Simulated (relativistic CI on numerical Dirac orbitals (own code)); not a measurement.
# Radial parameters of Pr LIX

Calculated at this level of theory: Dirac equation for one electron, model QED (radiative potential, 1s self-energy scaled to tabulated hydrogen-like ionisation energies) (own radial code, finite nucleus).

Slater integrals F^k, G^k are unscaled and averaged over j, outside the closed core (none); ζ comes from projecting the Hamiltonian with its Breit term on Σ l·s of the shell.

- 2p: ζ(2p) = 3.3405e+06 cm⁻¹; <r>(2p) = 0.08131, <r^2>(2p) = 0.008001 (bohr units).
- 3p: ζ(3p) = 993290 cm⁻¹; <r>(3p) = 0.2049, <r^2>(3p) = 0.04858 (bohr units).
- 3d: ζ(3d) = 180660 cm⁻¹; <r>(3d) = 0.1753, <r^2>(3d) = 0.03518 (bohr units).

Averages of the first 10 configurations, taken without configuration mixing, which lowers the lowest level and can move excited configurations by several eV; other configurations of the list can lie among them:

```json
{"Configuration": "1s", "Parity": "even", "States": "2", "Average energy above the lowest level (eV)": "0.0"}
{"Configuration": "2s", "Parity": "even", "States": "2", "Average energy above the lowest level (eV)": "37130.9"}
{"Configuration": "2p", "Parity": "odd", "States": "6", "Average energy above the lowest level (eV)": "37535.7"}
{"Configuration": "3s", "Parity": "even", "States": "2", "Average energy above the lowest level (eV)": "44195.1"}
{"Configuration": "3p", "Parity": "odd", "States": "6", "Average energy above the lowest level (eV)": "44315.5"}
{"Configuration": "3d", "Parity": "even", "States": "10", "Average energy above the lowest level (eV)": "44410.4"}
{"Configuration": "4s", "Parity": "even", "States": "2", "Average energy above the lowest level (eV)": "46642.1"}
{"Configuration": "4p", "Parity": "odd", "States": "6", "Average energy above the lowest level (eV)": "46692.7"}
{"Configuration": "4d", "Parity": "even", "States": "10", "Average energy above the lowest level (eV)": "46732.7"}
{"Configuration": "4f", "Parity": "odd", "States": "14", "Average energy above the lowest level (eV)": "46748.8"}
```
